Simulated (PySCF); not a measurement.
# Si3H9N2OF

Si3H9N2OF is a molecule drawn to mimic a surface site (built as: Si site whose three back bonds go to NHSiH3, NHSiH3, OH; end group F), neutral, singlet. The structure, one conformer, was relaxed in the gas phase by PBE0-D3(BJ)/def2-SVP. No frequency run checks that it is a minimum.

SMILES: O[Si](F)(N[SiH3])N[SiH3]

```csv
atom,x (Å),y (Å),z (Å)
Si1,-0.594,-0.795,-0.749
N2,1.020,-0.314,-0.429
Si3,1.753,1.166,-1.013
N4,-1.466,-0.817,0.716
Si5,-0.863,-0.150,2.216
O6,-1.239,0.271,-1.831
F7,-0.638,-2.265,-1.439
H8,1.624,-0.944,0.089
H9,1.014,2.373,-0.540
H10,3.147,1.197,-0.481
H11,1.809,1.216,-2.507
H12,-2.418,-1.169,0.718
H13,-0.506,1.296,2.099
H14,-1.955,-0.302,3.224
H15,0.345,-0.880,2.709
H16,-1.046,0.113,-2.760
```

Shieldings: GIAO PBE0/pcSseg-1. Shifts are against computed references at the same level: H TMS (σ 31.27 ppm), Si TMS (σ 352.0 ppm). Core levels by delta-SCF with SCAN, pcX-2 on the ionised atom and pcseg-1 elsewhere, spin-free X2C (2p3/2 is the spin-free 2p value less a third of a first-order spin-orbit splitting); from the vacuum level, for chosen atoms.

**Question.** Give the NMR and core-level values of the distinct atoms.

**Answer.** 
```json
{"atoms": "Si1", "bonded to": "1 F + 2 N + 1 O", "σ (ppm)": "402.0", "δ (ppm)": "-50.0", "core level (eV)": "2p3/2 108.43"}
{"atoms": "N2", "bonded to": "2 Si + 1 H", "σ (ppm)": "248.7", "δ (ppm)": "-", "core level (eV)": "1s 404.52"}
{"atoms": "Si3", "bonded to": "1 N + 3 H", "σ (ppm)": "405.3", "δ (ppm)": "-53.3", "core level (eV)": "-"}
{"atoms": "N4", "bonded to": "2 Si + 1 H", "σ (ppm)": "247.6", "δ (ppm)": "-", "core level (eV)": "1s 404.48"}
{"atoms": "Si5", "bonded to": "1 N + 3 H", "σ (ppm)": "405.7", "δ (ppm)": "-53.7", "core level (eV)": "-"}
{"atoms": "O6", "bonded to": "1 Si + 1 H", "σ (ppm)": "279.3", "δ (ppm)": "-", "core level (eV)": "1s 538.87"}
{"atoms": "F7", "bonded to": "1 Si", "σ (ppm)": "308.0", "δ (ppm)": "-", "core level (eV)": "1s 692.14"}
{"atoms": "H8", "bonded to": "1 N", "σ (ppm)": "30.87", "δ (ppm)": "0.40", "core level (eV)": "-"}
{"atoms": "H9 H10 H11", "bonded to": "1 Si", "σ (ppm)": "26.60", "δ (ppm)": "4.67", "core level (eV)": "-"}
{"atoms": "H12", "bonded to": "1 N", "σ (ppm)": "30.82", "δ (ppm)": "0.45", "core level (eV)": "-"}
{"atoms": "H13 H14 H15", "bonded to": "1 Si", "σ (ppm)": "26.67", "δ (ppm)": "4.60", "core level (eV)": "-"}
{"atoms": "H16", "bonded to": "1 O", "σ (ppm)": "29.36", "δ (ppm)": "1.91", "core level (eV)": "-"}
```

Values are those of this one static structure, with the three H of a rotating XH3 group averaged; atoms that internal rotation interchanges would show their mean in an NMR spectrum.

**Question.** By CAM-B3LYP/def2-SVPD (TDDFT singlets, Tamm-Dancoff triplets, ionisation by delta-SCF), where does absorption start, and what does vertical ionisation take?

**Answer.** The lowest singlet lies at 6.74 eV (f 0.010), the strongest of the first 6 at 7.82 eV (f 0.027), the lowest triplet at 6.42 eV; vertical ionisation takes 9.98 eV.

The 3 runs behind this took 5.3 min in all, one thread each of Arm Neoverse V1 on a shared host, launched as `OMP_NUM_THREADS=1 python cluster_run.py task.json out`.
